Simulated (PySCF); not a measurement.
Correlation energy of W(2+) (tungsten, charge +2)

[Xe] 4f14 5d3 6s1, high-spin 5F determinant (an excited configuration). Computed with PySCF 2.14 in aug-cc-pwCVDZ-PP with ECP60MDF (6s6p5d3f, 70 functions), with scalar relativity through the core potential. Frozen: 5s2 5p6; 4 electrons correlated.

```
  level  correlation energy (mhartree)
   CCSD                         -30.69
    (T)                          -0.18
CCSD(T)                         -30.87
```

Diagnostics: T1 = 0.0022, D1 = 0.0056, largest double amplitude 0.017.

**Question.** Is a single reference adequate?

**Answer.** Yes, within this model without spin-orbit coupling: T1 lies below 0.03 and no double amplitude reaches 0.07.
